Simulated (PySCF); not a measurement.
Radial density of C⁺ (carbon, charge +1)

M06, [He] 2s1 2p2, 2s spin antiparallel (an excited configuration). Calculation: PySCF 2.14, in dyall-acv3z; scalar relativity by spin-free X2C-1e.

| r (bohr) | 4πr²ρ (e/bohr) | 4πr²(ρα − ρβ) |
| --- | --- | --- |
| 0.00362 | 0.02037 | -0.0006 |
| 0.00608 | 0.05539 | -0.0016 |
| 0.0102 | 0.1480 | -0.0043 |
| 0.0172 | 0.3836 | -0.0111 |
| 0.0289 | 0.9426 | -0.0274 |
| 0.0487 | 2.109 | -0.0619 |
| 0.0819 | 4.003 | -0.1135 |
| 0.138 | 5.843 | -0.1316 |
| 0.232 | 5.673 | 0.0045 |
| 0.390 | 3.001 | 0.3355 |
| 0.655 | 1.557 | 0.5935 |
| 1.10 | 1.973 | 0.5370 |
| 1.85 | 1.167 | 0.3237 |
| 3.12 | 0.1559 | 0.0732 |
| 5.25 | 0.002403 | 0.0017 |

Densities and radii are taken from the X2C orbitals without a picture-change correction, which distorts them close to the nucleus.

With the s spin flipped the determinant is a mixture of two multiplicities, not a spectroscopic state.
